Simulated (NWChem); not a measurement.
## Total energies of F2Si

```
Si
F 1 1.6269
F 1 1.6269 2 100.02
```
Charge 0, spin multiplicity 1.

The numbers come from NWChem runs, not from measurements. Structure: optimised with PBE0/def2-SVP, a minimum by its harmonic frequencies.

Basis set: cc-pVTZ (94 functions).

| method | total energy (Ha) | relative cost |
|---|---|---|
| RHF | -487.99631 | 1 |
| MP2 | -488.59869 | under 3 |
| B2PLYP | -489.14501 | under 3 |
| PBE | -489.02521 | under 3 |
| B3LYP | -489.38249 | under 3 |
| r2SCAN | -489.25053 | under 3 |
| CCSD(T) | -488.62496 | 70 |

Total energies of different functionals aren't comparable as a measure of quality: only differences taken within one method are. The cost column gives rough processor time relative to RHF; each entry includes its own SCF.

The correlated methods keep 7 core orbitals frozen. B3LYP has NWChem's definition, with VWN1-RPA local correlation. The structure started from a generated list of species. Coupled-cluster values serve here as a point of comparison, not as the truth.
